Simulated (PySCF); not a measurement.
# [LaBr2]+ at several levels of theory

Computed with PySCF 2.14.0 (density fitting, no spin-orbit coupling) at the geometry relaxed with PBE0:

```xyz
3
[LaBr2]+ (singlet)
La    0.0000    0.0000   -0.8837
Br    2.1375    0.0000    0.6784
Br   -2.1375    0.0000    0.6784
```

| level | basis | state | HOMO (eV) | gap (eV) | charge on La1 (e) | population of f-type functions on La1 (polarisation alone where 4f lies in the core) | dipole about the centre of mass (D) | largest force component (eV/Å) |
| --- | --- | --- | --- | --- | --- | --- | --- | --- |
| PBE0 | La lcecp-1-SVP with ECP46, Br def2-SVP | singlet | -12.66 | 5.17 | 1.33 | 0.05 | 8.25 | 0.02 |
| revPBE | the same | singlet | -11.44 | 3.35 | 1.22 | 0.04 | 7.64 | 0.38 |
| PBE0 | La lcecp-1-TZVP with ECP46, Br def2-TZVP | singlet | -12.61 | 5.23 | 1.56 | 0.07 | 8.13 | 0.13 |

In the lcecp rows the 4f levels are missing from HOMO and gap, and the state counts the valence alone.

Charges are Mulliken's, which hang on the basis. The relaxation used the grid (50, 194), these runs (75, 302) or, all-electron (x2c bases, spin-free X2C Hamiltonian), (99, 590).

Task: What does B3LYP with La lcecp-1-SVP with ECP46, Br def2-SVP give here?

Result: state singlet, HOMO (eV) -12.35, gap (eV) 4.58, charge on La1 (e) 1.28, population of f-type functions on La1 (polarisation alone where 4f lies in the core) 0.04, dipole about the centre of mass (D) 8.10, largest force component (eV/Å) 0.37. Time: 3.9 s on 2 threads of Arm Neoverse V2 (shared host), from an already converged density.

In the first row's basis the gap widens with exact exchange: 3.3 eV for revPBE (none); 4.6 to 5.2 eV for B3LYP, PBE0 (a fixed share).
